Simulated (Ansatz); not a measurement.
These are frozen-core CCSD(T)/cc-pVTZ // r2SCAN-D4/def2-TZVP run with Ansatz (a first-principles code) values and carry that method's errors. The geometry is that of the parent before the electron was removed.

Ansatz 0.2 input:
```yaml
crystal:
  periodic: [false, false, false]
  atoms:
    - { symbol: C, position_ang: [1.344318, 0.250328, -0.723431] }
    - { symbol: C, position_ang: [0.654167, -0.680098, -0.073615] }
    - { symbol: C, position_ang: [-0.718021, -0.506215, 0.51573] }
    - { symbol: N, position_ang: [-1.362872, 0.788795, 0.371442] }
    - { symbol: H, position_ang: [0.946001, 1.247949, -0.881201] }
    - { symbol: H, position_ang: [2.331589, 0.048038, -1.120663] }
    - { symbol: H, position_ang: [1.092137, -1.668896, 0.062312] }
    - { symbol: H, position_ang: [-1.380595, -1.268837, 0.086119] }
    - { symbol: H, position_ang: [-0.670672, -0.748277, 1.585462] }
    - { symbol: H, position_ang: [-1.449914, 1.025247, -0.612014] }
    - { symbol: H, position_ang: [-0.786139, 1.511967, 0.789861] }
basis:
  gaussian: { orbitals: cc-pVTZ }
correlation:
  method: ccsd_t
total_charge: 1
magnetization:
  spin_polarized: true
  initial_magnetization: 1
```

Output:

```
Functional definition: HF
1234 factors; integrals over basis functions are off by at most 9.0e-4 eV
mean field evaluation 1: about -4670.8158 eV, gradient 3.3e1 eV
mean field evaluation 2: about -4670.8194 eV, gradient 3.3e1 eV
mean field evaluation 4: about -4676.0765 eV, gradient 3.4e0 eV
mean field evaluation 8: about -4676.2495 eV, gradient 2.4e-1 eV
mean field evaluation 16: about -4676.2096 eV, gradient 1.2e0 eV
mean field evaluation 32: about -4672.7028 eV, gradient 2.3e1 eV
mean field evaluation 64: about -4676.2478 eV, gradient 3.3e-1 eV
mean field evaluation 96: about -4676.3507 eV, gradient 9.3e-4 eV
mean field -4676.35067669 eV, -171.8527176239 hartree, gradient 3.1e-6 eV, S^2 0.782404; 5 other end points of the search recorded, 0 dependent functions left out
determinant -4676.35067669 eV, -171.8527176239 hartree, with singles and doubles -4695.94816846 eV, -172.5729121629 hartree
determinant -4676.25096953 eV, -171.8490534534 hartree, with singles and doubles -4695.62777762 eV, -172.5611380168 hartree
determinant -4676.35067669 eV, -171.8527176239 hartree, with singles and doubles -4695.70353466 eV, -172.5639220367 hartree
determinant -4676.25096953 eV, -171.8490534534 hartree, with singles and doubles -4695.38152530 eV, -172.5520884108 hartree
4 core orbitals not correlated
reference -4676.35067669 eV, -171.8527176239 hartree; 12, 11 occupied and 202, 203 virtual orbitals, 1234 factors
second order -18.06398713 eV of doubles, -0.00000000 eV of singles
cycle   1  -19.35285978 eV  change   -1.8e-6 eV  update   2.4e-6
perturbative correction -0.80404286 eV, -0.0295480301 hartree
Total energy: -4696.50757933 eV, -172.5934701331 hartree
```

Cost: about 60 core-minutes (a rough figure).
